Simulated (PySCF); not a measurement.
Cartesian coordinates (Å):
```xyz
9

Hf     0.1929     0.0984     0.2080
O      1.7719    -0.7392     0.9674
H      2.5481    -1.1763     1.3357
O      0.4776     2.0158     0.0838
H      0.6284     2.9658     0.0226
O     -0.1317    -0.6279    -1.5640
H     -0.2920    -0.9881    -2.4436
O     -1.3418    -0.2544     1.3455
H     -2.1024    -0.4478     1.9052
```
Charge 0, spin multiplicity 1.

Task: Give the HOMO, LUMO and charge on the central atom (Mulliken) at the level PySCF with TPSSh-D3(BJ)/def2-TZVP // BP86-D3(BJ)/def2-SVP.

Result: 
```
Property                                 Result
-------------------------------------  --------
HOMO                                   -7.46 eV
LUMO                                   -0.13 eV
charge on the central atom (Mulliken)    1.64 e
```
